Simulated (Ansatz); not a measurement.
System: C3H5O2, net charge 0, doublet state. It need not be the lowest isomer of its formula. 
Structure (B3LYP-D3(BJ)/def2-TZVP (Ansatz, a quantum-chemistry and plane-wave program) minimum search):
SMILES: [CH2]COC=O
```xyz
10

C     -2.2023     0.3687     0.0110
C     -0.8894    -0.2649     0.2186
O      0.1274     0.5679    -0.3917
C      1.3911     0.1605    -0.2347
O      1.7475    -0.8218     0.3538
H     -3.1015    -0.2214     0.1073
H     -2.2795     1.4396    -0.1037
H     -0.6383    -0.3780     1.2822
H     -0.8382    -1.2667    -0.2168
H      2.0624     0.8716    -0.7346
```
Charge 0, spin multiplicity 2.

Computed values are from Ansatz. Valence correlation only, unless marked. UHF or UKS for open shells. No spin-orbit coupling. Non-relativistic. CBS marks a two-point X^-3 extrapolation of the correlation energy; Hartree-Fock from the larger set. The bracket is a focal-point correction in the basis named.

Q: What is the T1 diagnostic at CCSD/cc-pVTZ?

A: 0.015.

Q: What is the atomisation energy De at RI-MP2/CBS(cc-pVTZ,cc-pVQZ)+[CCSD(T)-MP2]/cc-pVTZ?

A: 971.6 kcal/mol.

Q: What is the dipole moment at CCSD(T)/aug-cc-pVDZ?

A: 1.84 D.

Q: What is the total energy at RI-MP2/CBS(cc-pVTZ,cc-pVQZ)+[CCSD(T)-MP2]/cc-pVTZ?

A: -267.4310 Eh.
